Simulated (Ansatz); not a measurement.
Reactions of F$_{2}$HOSb, SMILES `[OH][Sb]([F])[F]`.

Computed with Ansatz on PBE0-D4/def2-TZVP structures; ΔE is electronic, products minus reactants. CCSD(T)/CBS is the MP2 limit (def2-TZVPP, def2-QZVPP) plus CCSD(T) − MP2 in def2-TZVPP, frozen cores. This one scheme is used for every species, atoms too. Functionals use def2-TZVPP. Open shells (•) are unrestricted, without spin–orbit coupling. Spin–orbit coupling would lower the free atoms: a little for F, O. Elements past krypton have def2 core potentials. Bonds to Br, Nb, Sb, Ti are less sure, by a few kJ/mol each and by 10 to 20 or more in all where they break to atoms, as the def2 sets lack core-valence functions. Scalar relativity is left out up to krypton. One conformer a species, not always the lowest.

```csv
reaction,CCSD(T)/CBS(def2) (kcal/mol)
`[OH][Sb]([F])[F]` + `C[O][Nb](=[NH])([OH])[F]` → `C[O][Sb]([F])[F]` + `[NH]=[Nb]([OH])([OH])[F]`,1.8
`[OH][Sb]([F])[F]` + H₂ → `[F][SbH][F]` + H₂O,12.9
`[OH][Sb]([F])[F]` + `[F][Ti]([F])([F])[Br]` → `[F][Sb]([F])[F]` + `[OH][Ti]([F])([F])[Br]`,1.5
`[OH][Sb]([F])[F]` + H–F → `[F][Sb]([F])[F]` + H₂O,?
`[OH][Sb]([F])[F]` → `[OH]`• + `[F][Sb][F]`•,?
`[OH][Sb]([F])[F]` + SiH₄ → `[F][Sb]([F])[SiH3]` + H₂O,12.5
`[OH][Sb]([F])[F]` + CH₃OH → `C[O][Sb]([F])[F]` + H₂O,-1.9
`[OH][Sb]([F])[F]` + `[SiH3]C1=CCO1` → `[F][Sb]([F])[SiH3]` + `OC1=CCO1`,?
`[OH][Sb]([F])[F]` → 2 F• + H• + O• + Sb•,411.0
`[OH][Sb]([F])[F]` + HCl → `[F][Sb]([F])[Cl]` + H₂O,-8.5
```

Problem. Fill in the missing values. (Best estimate.)

Solution. Ansatz gave: `[OH][Sb]([F])[F]` + H–F → `[F][Sb]([F])[F]` + H₂O: -5.8 kcal/mol; `[OH][Sb]([F])[F]` → `[OH]`• + `[F][Sb][F]`•: +98.9 kcal/mol; `[OH][Sb]([F])[F]` + `[SiH3]C1=CCO1` → `[F][Sb]([F])[SiH3]` + `OC1=CCO1`: +22.6 kcal/mol.

Largest T1 diagnostic: 0.022, for `[F][Ti]([F])([F])[Br]`.
